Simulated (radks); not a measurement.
Results of a calculation; reference values are marked as such.
Problem. Species: Ce2+. Configuration: [Xe] 4f2 (the NIST ground configuration). Level of theory: scalar-relativistic Kohn-Sham, SCAN, spin-polarised, spherical densities, finite nucleus; open shells are filled with parallel spins first (spin-orbit coupling, left out, can overturn this in heavy ions); meta-GGA in the generalised Kohn-Sham scheme; Fermi nuclear charge, rms radius 4.8771 fm (a radial shooting solver on a logarithmic mesh with Libxc functionals). Some entries of the table are withheld. Estimate them.

| orbital | occ. | eigenvalue (eV) | <r^2> (bohr^2) |
|---|---|---|---|
| 1s down | 1 | -40338.70 | 0.0008210 |
| 1s up | 1 | -40338.70 | 0.0008210 |
| 2s up | 1 | -6483.535 | 0.01305 |
| 2s down | 1 | -6483.530 | 0.01305 |
| 2p up | 3 | -5803.401 | 0.01041 |
| 2p down | 3 | -5803.399 | 0.01041 |
| 3s up | 1 | -1408.215 | 0.08837 |
| 3s down | 1 | -1407.678 | 0.08831 |
| 3p up | 3 | -1190.193 | 0.08855 |
| 3p down | 3 | -1189.640 | 0.08848 |
| 3d up | 5 | -881.2233 | 0.07584 |
| 3d down | 5 | -880.7690 | 0.07576 |
| 4s up | 1 | -293.0158 | 0.4602 |
| 4s down | 1 | -291.4329 | 0.4600 |
| 4p up | 3 | -221.6612 | 0.5211 |
| 4p down | 3 | -220.0135 | 0.5207 |
| 4d up | 5 | -118.9246 | 0.6537 |
| 4d down | 5 | -117.1451 | 0.6536 |
| 5s up | 1 | -51.4571 | 2.671 |
| 5s down | 1 | -50.4708 | 2.726 |
| 5p up | 3 | -34.0851 | (1) |
| 5p down | 3 | -33.2906 | (2) |
| 4f up | 2 | (3) | 1.968 |

Solution. 
(1) 5p up <r^2> (bohr^2): 3.589
(2) 5p down <r^2> (bohr^2): 3.654
(3) 4f up eigenvalue (eV): -12.9580
